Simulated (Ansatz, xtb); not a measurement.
**Isomers of C5H8O2 in order of energy**

3 gas-phase structures of C5H8O2, from a drawn sample of its isomers (lower ones may exist). Each was relaxed with GFN2-xTB; where two conformers were screened, the lower at r2SCAN-D4/def2-SVP is listed:

A. `C=C[C@@H]1O[C@H]1OC`, a singlet
B. `C=C[C@@]1(OC)CO1`, a singlet
C. `C=C[C@@H]1O[C@@H]1OC`, a singlet

Q: Make a reasoned guess at their ranking by r2SCAN-D4/def2-SVP single-point energy.

A: Calculated order at r2SCAN-D4/def2-SVP: C (0.0), A (0.2), B (1.2) kJ/mol. Less than 1 kcal/mol parts C and A; A and B, so the order within those pairs means little.

Energies above the lowest of each column, in kJ/mol; the last columns are at PBE0-D3(BJ)/def2-SVP geometries:

```csv
structure,GFN2-xTB,HF/STO-3G,r2SCAN-D4/def2-SVP,PBE0-D3(BJ)/def2-SVP,CCSD(T)/def2-SVP + ΔMP2/def2-TZVPP
C,0.0,0.0,0.0,0.6,0.0
A,0.3,1.5,0.2,0.0,0.1
B,0.6,0.7,1.2,1.9,1.6
```

Every level run on C puts it lowest or level with the lowest. Flexible structures stand in one conformer each, not always the lowest. ΔMP2 is the change of the MP2 energy from the smaller to the larger basis.

Programs: Ansatz 0.2.0, xtb 6.7.1.
